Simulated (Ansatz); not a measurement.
Reaction (hydrogenolysis of a B–C bond): `COCBF` + H₂ → `BF` + `COC`

Computed with Ansatz on PBE0-D4/def2-TZVP structures; ΔE is electronic, products minus reactants. CCSD(T)/CBS adds triple-zeta CCSD(T) − MP2 to the extrapolated MP2 energy (def2 sets, frozen cores). This one scheme is used for every species. Functionals use def2-TZVPP. One conformer a species, not always the lowest.

```tsv
species	r2SCAN-D4 energy (Eh)
`COCBF`	-279.73471
H₂	-1.17130
`BF`	-125.91497
`COC`	-154.99641
```

Q: Work out ΔE.

A: ΔE = (-125.91497) + (-154.99641) − (-279.73471) − (-1.17130) = -0.00537 Eh = -14.1 kJ/mol. CCSD(T)/CBS gives -21.0 kJ/mol.

Largest T1 diagnostic among the species: 0.013.

The D4 term adds +6.9 kJ/mol with B3LYP and +3.8 kJ/mol with PBE0; it sums over pairs of atoms, weighted by their polarisabilities, and B3LYP, whose exchange is more repulsive, gets the larger term. From PBE to PBE0 (25 % exact exchange), in def2-TZVPP and without D4, ΔE moves by −4.1 kJ/mol.

B3LYP here is the variant with VWN-RPA as its local correlation; programs differ in this.
